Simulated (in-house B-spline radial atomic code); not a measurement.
Radial electron density of the cadmium ion Cd⁶⁺, [Ar] 3d10 4s2 4p5 4d6 7f1. Computed with a radial B-spline atomic code at the basis-set limit: Dirac-Hartree-Fock, average of configuration, Fermi nucleus of rms radius 4.6087 fm.

Columns: r (bohr), 4πr²n(r) (electrons per bohr), bar.

```
 0.00137    2.356 #
 0.00173    3.525 ##
 0.00219    5.246 ###
 0.00278     7.75 ####
 0.00353    11.28 ######
 0.00447    16.05 #########
 0.00567    22.33 #############
 0.00719    30.13 #################
 0.00912    39.14 ######################
  0.0116    48.55 ###########################
  0.0147    56.59 ################################
  0.0186    61.49 ###################################
  0.0236    61.92 ###################################
  0.0299    58.33 #################################
  0.0379    54.09 ###############################
   0.048    54.43 ###############################
  0.0609    62.37 ###################################
  0.0772    73.67 ##########################################
  0.0979    77.94 ############################################
   0.124    69.08 #######################################
   0.157    55.77 ###############################
     0.2    53.57 ##############################
   0.253    61.59 ###################################
   0.321    59.93 ##################################
   0.407    40.65 #######################
   0.516    21.65 ############
   0.654    17.14 ##########
   0.829    18.25 ##########
    1.05    13.99 ########
    1.33    6.719 ####
    1.69    1.941 #
    2.14    0.366 
    2.72  0.09701 
    3.44  0.01037 
    4.37  0.05174 
    5.54  0.07804 
    7.02  0.01369 
     8.9   0.1968 
    11.3   0.1005 
    14.3 0.007901 
    18.1 8.793e-05 
      23 8.691e-08 
    29.2 1.808e-13
```

On this grid the curve has 6 maxima, near 0.0236, 0.0979, 0.253, 0.829, 5.54, 8.9 bohr.

The 4d3/2 radial function P(r) = rR(r), positive near the nucleus, with its small component Q(r) (sign convention: Q ≈ (P' + κP/r)/2c):

```csv
r (bohr),P,Q
0.0116,0.001969,0.00262
0.0186,0.006854,0.005829
0.0299,0.02294,0.01207
0.048,0.07015,0.02211
0.0772,0.1865,0.03355
0.124,0.3929,0.0373
0.2,0.5679,0.02247
0.321,0.3505,-0.004656
0.516,-0.4245,-0.01933
0.829,-1.064,-0.01136
1.33,-0.8023,-0.0008699
2.14,-0.2132,0.0007759
3.44,-0.01262,8.145e-05
```
